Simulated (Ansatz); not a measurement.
Born–Oppenheimer molecular dynamics of C4H11BSi (17 atoms, charge 0, multiplicity 1). It starts from a relaxed structure.

The calculation used Ansatz, UKS PBE-D4/STO-3G.

| Quantity | Value |
| --- | --- |
| ensemble | NVT, Langevin thermostat |
| time step | 2.5 fs |
| steps asked | 40 |
| set temperature | 2000 K |
| friction | 0.005 /fs |
| seed | 994521 |

First frame:

```xyz
17
Properties=species:S:1:pos:R:3
B -1.084 -1.984 -0.122
Si 0.231 -0.628 0.415
C 1.784 -0.893 -0.606
C 2.245 -0.046 -1.543
C -0.376 1.157 0.236
C -1.633 1.454 1.102
H -0.826 -3.134 -0.044
H -2.153 -1.704 -0.543
H 0.588 -0.862 1.815
H 2.352 -1.825 -0.426
H 1.735 0.901 -1.789
H 3.164 -0.248 -2.122
H -0.614 1.365 -0.825
H 0.434 1.855 0.522
H -1.424 1.295 2.177
H -2.476 0.795 0.819
H -1.966 2.502 0.974
```

Q: What does the run give?

A: The run was cut off at its time limit.

| Item | Value |
| --- | --- |
| steps done | 39 |
| time covered | 97.5 fs |
| mean temperature over the second half | 190359 K |
| spread of the potential energy over the second half | 402.1 meV per atom |
| mean potential energy of the second half above the start | 2717.1 meV per atom |

The temperature shot up to 220000 K, far beyond the bath's, so the integration failed: the time step of 2.5 fs is too long for the fastest motions that this run met, and the later frames carry no physical meaning.

Q: What happens to the structure?

A: Parted: B1–Si2 1.96 → 4.09 Å, B1–H7 1.18 → 39.71 Å, B1–H8 1.18 → 19.43 Å, Si2–C5 1.89 → 7.32 Å, C3–H10 1.11 → 16.13 Å, C4–H12 1.10 → 17.20 Å. Joined: B1–C6 3.69 → 1.66 Å. It ends as C2H2Si + CB + CH + H + H + H + H + H + H + H + H. Pairs count as bonded within 1.25 times the sum of covalent radii (0.12 Å more for H–H). Another seed would give other details.

Q: How do temperature and energy run in time?

A: 
| time (fs) | T (K) | potential energy less start (eV) |
| --- | --- | --- |
| 0.0 | 1882 | 0.000 |
| 2.5 | 1320 | 2.520 |
| 5.0 | 1216 | 3.191 |
| 7.5 | 641 | 4.891 |
| 10.0 | 1203 | 2.994 |
| 12.5 | 1248 | 4.551 |
| 15.0 | 2372 | 4.839 |
| 17.5 | 1429 | 7.205 |
| 20.0 | 1474 | 7.524 |
| 22.5 | 2068 | 7.330 |
| 25.0 | 1890 | 6.870 |
| 27.5 | 2546 | 8.790 |
| 30.0 | 2869 | 11.943 |
| 32.5 | 3536 | 14.121 |
| 35.0 | 3862 | 20.415 |
| 37.5 | 15204 | 19.186 |
| 40.0 | 43092 | 34.855 |
| 42.5 | 164250 | 24.757 |
| 45.0 | 162364 | 28.863 |
| 47.5 | 157310 | 31.303 |
| 50.0 | 153797 | 31.365 |
| 52.5 | 151318 | 32.744 |
| 55.0 | 152243 | 33.345 |
| 57.5 | 165039 | 49.036 |
| 60.0 | 224248 | 42.818 |
| 62.5 | 217727 | 41.074 |
| 65.0 | 212364 | 38.610 |
| 67.5 | 206847 | 52.231 |
| 70.0 | 214430 | 46.710 |
| 72.5 | 217767 | 47.598 |
| 75.0 | 211572 | 48.840 |
| 77.5 | 206004 | 50.057 |
| 80.0 | 200560 | 51.538 |
| 82.5 | 196199 | 50.501 |
| 85.0 | 191906 | 50.344 |
| 87.5 | 187131 | 50.661 |
| 90.0 | 182023 | 51.304 |
| 92.5 | 175884 | 53.204 |
| 95.0 | 171460 | 51.552 |
| 97.5 | 168664 | 50.282 |

The run took 8.7 min on 1 thread of Arm Neoverse V2, on a shared host, peak memory 0.14 GiB.
